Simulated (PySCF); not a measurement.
Gas-phase equilibrium of 1 mol SnCl₄, 16 mol H₂O at 1200 K and 10.0 bar, among 27 species (ClO, SnCl₄, O₂, HCl, O, SnH₂, HO₂, SnO, SnHCl₃, SnCl₃, H₂O, H, HOCl, H₂O₂, O₃, H₂, SnH₄, SnCl₂, SnH₂Cl₂, Cl, Cl₂, SnO₂, SnH₃Cl, Sn₂O₂, SnHCl, Sn(OH)₂, OH). Only gases are allowed; each row takes one source of thermochemistry for all species, and Cantera finds the minimum.

Energies from PySCF, thermal terms from the rigid-rotor harmonic-oscillator model, ideal gas at 1 bar. † marks an energy on the PBE0/def2-TZVP geometry and frequencies; other levels use their own. Open shells (unrestricted) among the columns below: O₂ (multiplicity 3); the rest are closed-shell singlets. Sn: scalar-relativistic def2 core potential, no spin-orbit coupling. Sn(OH)₂: computed as isolated molecules; such fragments, hydroxides, amides, oligomers or adducts are transient or little studied in the gas. The harmonic model lacks anharmonicity and excited electronic states, which grow with temperature; levels with a mode under 35 cm⁻¹ are left out. Internal rotation in Sn(OH)₂ is treated as a harmonic vibration of one conformer, which makes the entropy rough. Soft modes under 120 cm⁻¹ make the harmonic entropy rough for SnCl₄, SnCl₂.

Molecules larger than those listed are left out. Also missing: (SnO)n, which can matter at low temperature or high pressure.

Mole fractions:

| thermochemistry | x H₂O | x HCl | x SnCl₂ | x SnCl₄ | x O₂ | x Sn(OH)₂ |
|---|---|---|---|---|---|---|
| PBE/def2-SVP | 0.82 | 0.098 | 0.049 | 0.0053 | 0.025 | 1.7e-5 |
| PBE0/def2-QZVP† | 0.89 | 0.046 | 0.023 | 0.034 | 0.011 | 1.1e-5 |
| LDA/def2-TZVP† | 0.91 | 0.027 | 0.013 | 0.044 | 0.0066 | 0.00016 |
The most sensitive of these is Sn(OH)₂: it spans a factor of 10^1.2 over these rows; at this temperature one factor of ten is RT ln 10 = 23 kJ/mol.
